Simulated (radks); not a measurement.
Values are calculated unless marked as measured or tabulated.
Excited configurations of the tin ion Sn+: one electron is placed in a higher orbital outside [Kr] 4d10 5s2. The ground configuration is [Kr] 4d10 5s2 5p1. Level of theory: Dirac Kohn-Sham, PBEsol, spin-unpolarised, spherical densities, finite nucleus; open shells fill j = l - 1/2 first; Fermi nuclear charge, rms radius 4.6519 fm (a radial shooting solver on a logarithmic mesh with Libxc functionals). Excitation = E - E(ground); binding = E(ion) - E, where the ion is the core of charge +2; n* = 2/sqrt(2 binding) in atomic units, and the quantum defect is n - n*.

[
 {"outer orbital": "4f5/2", "excitation (eV)": "10.846", "binding (eV)": "3.532", "n*": "3.925", "quantum defect": "0.075", "eigenvalue (eV)": "-2.477", "<r> (bohr)": "8.488"},
 {"outer orbital": "5d3/2", "excitation (eV)": "7.969", "binding (eV)": "6.408", "n*": "2.914", "quantum defect": "2.086", "eigenvalue (eV)": "-4.428", "<r> (bohr)": "4.961"},
 {"outer orbital": "5f5/2", "excitation (eV)": "11.969", "binding (eV)": "2.408", "n*": "4.754", "quantum defect": "0.246", "eigenvalue (eV)": "-1.793", "<r> (bohr)": "14.37"},
 {"outer orbital": "6s1/2", "excitation (eV)": "6.832", "binding (eV)": "7.546", "n*": "2.686", "quantum defect": "3.314", "eigenvalue (eV)": "-5.920", "<r> (bohr)": "5.606"},
 {"outer orbital": "6d3/2", "excitation (eV)": "10.645", "binding (eV)": "3.732", "n*": "3.819", "quantum defect": "2.181", "eigenvalue (eV)": "-2.839", "<r> (bohr)": "9.925"},
 {"outer orbital": "7d3/2", "excitation (eV)": "11.967", "binding (eV)": "2.411", "n*": "4.751", "quantum defect": "2.249", "eigenvalue (eV)": "-1.901", "<r> (bohr)": "16.22"},
 {"outer orbital": "7f5/2", "excitation (eV)": "13.091", "binding (eV)": "1.287", "n*": "6.503", "quantum defect": "0.497", "eigenvalue (eV)": "-1.025", "<r> (bohr)": "30.30"}
]

The Delta-SCF ionisation energy is 14.378 eV (NIST Atomic Spectra Database: 14.633 eV, measured). Self-interaction in the functional shifts the binding energies and quantum defects, so they are the method's values and not measured ones. Spin polarisation and multiplet splitting are left out, so open shells lie too high by an amount that depends on their filling.

Beside tabulated values, note that spin-unpolarised runs miss the spin-polarisation part of the exchange energy of open shells.
